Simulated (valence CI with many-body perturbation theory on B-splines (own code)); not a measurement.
## Cr8+: E2, E3, M1, M2 decay

Level of theory: valence CI with perturbative core correlation (CI+MBPT): six valence electrons over a frozen Dirac-Fock core [Ne], radial functions for each j: 9 s, 9 p, 8 d, 6 f, 3 g, 1 h, with the one-electron correlation potential Σ1 (screened to all orders), the two-electron term Σ2, the three-electron term Σ3, Breit, model QED; selected single and double excitations, second order for the rest, scaled by the run's own slope (own B-spline code, finite nucleus).

No measured levels were compared; by estimate levels of excited configurations hold to 0.05 to 0.15 % of their energy, terms of the ground configuration to about 0.5 %. Among the levels kept, up to 800 cm⁻¹ of a level comes from second order outside the variational space, and about a tenth of that is noise between levels of different J, which matters for small intervals.

Lines 1 to 44 of 44 in falling wavelength, among levels below 427300 cm⁻¹, chosen from the decays that carry over 1 % of a level's rate. Wavelengths and rates use the calculated energies, so an error of 200 cm⁻¹ moves a line at 8150 Å by 1.6 % and its rate by three times that or more. Electric multipoles are in the length gauge, E1 and E2 with the static RPA response of the core. S is in atomic units (e²a₀⁴ for E2 and M2, e²a₀⁶ for E3), for M1 in squared Bohr magnetons. Weak lines are less certain than strong ones. Lines between different terms over intervals too small for the method are left out, as are lines whose strength nearly cancels.

Letters in brackets count levels of one name in rising energy.

```tsv
λ vac (Å)	Upper	Lower	Type	A (s⁻¹)	S (a.u.)
57000	3s2 3p4 3P_0	3s2 3p4 3P_1	M1	2.84e-01	1.95e+00
12780	3s2 3p4 3P_1	3s2 3p4 3P_2	M1	1.05e+01	2.44e+00
8150	3s2 3p3 3d 3F°_4 [a]	3s2 3p3 3d 3D°_3 [a]	M1	1.60e+00	2.89e-01
5446	3s2 3p3 3d 3G°_4	3s2 3p3 3d 3F°_4 [a]	M1	2.13e+00	1.15e-01
5121	3s2 3p3 3d 3G°_5	3s2 3p3 3d 3F°_4 [a]	M1	2.77e+00	1.51e-01
4715	3s2 3p3 3d 3F°_4 [b]	3s2 3p3 3d 1G°_4	M1	1.49e+01	5.20e-01
4420	3s2 3p4 1D_2	3s2 3p4 3P_1	M1	4.22e+00	6.76e-02
3770	3s2 3p3 3d 1G°_4	3s2 3p3 3d 3F°_4 [a]	M1	1.80e+00	3.22e-02
3545	3s2 3p3 3d 3F°_4 [b]	3s2 3p3 3d 3G°_5	M1	1.70e+01	2.52e-01
3404	3s2 3p3 3d 3F°_4 [b]	3s2 3p3 3d 3G°_4	M1	1.49e+01	1.96e-01
3402	3s2 3p3 3d 1G°_4	3s2 3p3 3d 3F°_3 [a]	M1	1.41e+00	1.86e-02
3285	3s2 3p4 1D_2	3s2 3p4 3P_2	M1	3.00e+01	1.97e-01
3265	3s2 3p3 3d 3G°_4	3s2 3p3 3d 3D°_3 [a]	M1	8.97e-02	1.04e-03
2836	3s2 3p3 3d 3F°_4 [a]	3s2 3p3 3d 5D°_4	M1	1.03e+01	7.82e-02
2798	3s2 3p3 3d 3F°_4 [a]	3s2 3p3 3d 5D°_3	M1	7.75e-01	5.66e-03
2721	3s2 3p4 1S_0	3s2 3p4 1D_2	E2	6.32e+00	8.43e-01
2095	3s2 3p3 3d 3F°_4 [b]	3s2 3p3 3d 3F°_4 [a]	M1	5.20e+00	1.60e-02
1976	3s2 3p3 3d 3F°_4 [b]	3s2 3p3 3d 3F°_3 [a]	M1	4.31e+00	1.11e-02
1865	3s2 3p3 3d 3G°_4	3s2 3p3 3d 5D°_4	M1	2.57e+00	5.57e-03
1848	3s2 3p3 3d 3G°_4	3s2 3p3 3d 5D°_3	M1	2.43e-01	5.12e-04
1825	3s2 3p3 3d 3G°_5	3s2 3p3 3d 5D°_4	M1	4.18e-01	1.04e-03
1825	3s2 3p3 3d 3G°_5	3s2 3p3 3d 5D°_4	E2	7.84e-02	1.56e-02
1684	3s2 3p4 1S_0	3s2 3p4 3P_1	M1	3.40e+02	6.03e-02
1667	3s2 3p3 3d 3F°_4 [b]	3s2 3p3 3d 3D°_3 [a]	M1	1.15e+01	1.78e-02
1618	3s2 3p3 3d 1G°_4	3s2 3p3 3d 5D°_4	M1	6.12e+00	8.66e-03
1606	3s2 3p3 3d 1G°_4	3s2 3p3 3d 5D°_3	M1	1.41e+00	1.95e-03
1205	3s2 3p3 3d 3F°_4 [b]	3s2 3p3 3d 5D°_4	M1	9.70e+01	5.66e-02
1198	3s2 3p3 3d 3F°_4 [b]	3s2 3p3 3d 5D°_3	M1	1.88e+01	1.08e-02
800.5	3s2 3p3 3d 3F°_4 [a]	3s 3p5 3P°_2	E2	1.88e+01	4.97e-02
697.9	3s2 3p3 3d 3G°_4	3s 3p5 3P°_2	E2	1.90e-01	2.53e-04
660.3	3s2 3p3 3d 1G°_4	3s 3p5 3P°_2	E2	1.64e+00	1.66e-03
579.2	3s2 3p3 3d 3F°_4 [b]	3s 3p5 3P°_2	E2	9.54e+01	5.00e-02
304.3	3s2 3p3 3d 5D°_4	3s2 3p4 3P_2	M2	2.04e+01	4.28e-04
299.9	3s2 3p3 3d 3F°_4 [a]	3s2 3p4 1D_2	M2	3.35e+01	6.54e-04
284.3	3s2 3p3 3d 3G°_4	3s2 3p4 1D_2	M2	5.10e-01	7.61e-06
277.8	3s2 3p3 3d 1G°_4	3s2 3p4 1D_2	M2	1.03e+01	1.38e-04
277.8	3s2 3p3 3d 1G°_4	3s2 3p4 1D_2	E3	5.13e-01	1.88e+00
274.8	3s2 3p3 3d 3F°_4 [a]	3s2 3p4 3P_2	M2	8.37e-01	1.06e-05
267.1	3s2 3p3 3d 3G°_4	3s2 3p4 3P_1	E3	2.69e-01	7.47e-01
261.6	3s2 3p3 3d 3G°_4	3s2 3p4 3P_2	M2	3.00e-01	2.96e-06
261.6	3s2 3p3 3d 3G°_4	3s2 3p4 3P_2	E3	1.61e-01	3.87e-01
260.8	3s2 3p3 3d 3G°_5	3s2 3p4 3P_2	E3	4.94e-01	1.42e+00
256.2	3s2 3p3 3d 1G°_4	3s2 3p4 3P_2	M2	1.80e+00	1.59e-05
243.0	3s2 3p3 3d 3F°_4 [b]	3s2 3p4 3P_2	M2	8.60e+00	5.85e-05
```
